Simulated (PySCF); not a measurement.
From results back to the method.

Compound: C2H6O2Si2.
Atom-mapped SMILES: `[CH:1]#[C:2][Si@@H:3]([OH:4])[O:5][SiH3:6]` (hydrogens: H7 on C1; H8 on Si3; H9 on O4; H10, H11, H12 on Si6)

The closed-shell ground state was solved 7 times with PySCF (density fitting, gas phase), always in the pcSseg-1 basis (146 functions), with these functionals: B3LYP, BHandHLYP, CAM-B3LYP, HF, PBE, mPW1PW91 and wB97X-D. The structure is a single PBE0-D3(BJ)/def2-SVP conformer in the gas phase; no vibrational or solvent corrections.

```csv
row,total energy (Eh),HOMO (eV),LUMO (eV),dipole (D)
P,-808.7137,-7.11,-1.23,1.87
Q,-809.2089,-9.79,0.86,2.02
R,-806.8437,-11.23,3.33,2.25
S,-809.3324,-8.15,-0.48,1.96
T,-809.2330,-8.45,-0.29,2.00
U,-809.1578,-9.53,0.77,2.09
V,-809.1905,-10.34,1.53,2.03
```

Q: Which functional belongs to which row?

A: P = PBE, Q = CAM-B3LYP, R = HF, S = B3LYP, T = mPW1PW91, U = BHandHLYP, V = wB97X-D. By rising HOMO–LUMO gap: PBE (GGA) 5.88 eV; B3LYP (global hybrid, 20 % exact exchange) 7.67 eV; mPW1PW91 (global hybrid, 25 % exact exchange) 8.16 eV; BHandHLYP (global hybrid, 50 % exact exchange) 10.30 eV; CAM-B3LYP (range-separated hybrid) 10.65 eV; wB97X-D (range-separated hybrid) 11.87 eV; HF (all exact exchange) 14.56 eV. Total energies of different functionals aren't bounds to one another; each is stationary for its own functional.

Conformer computed: `[CH:1]#[C:2][Si@@H:3]([OH:4])[O:5][SiH3:6]`: C2–Si3–O5–Si6 50°, H–O4–Si3–C2 48°.

wB97X-D is run here without its empirical dispersion term; that term would change no orbital, density or response property at a fixed geometry.
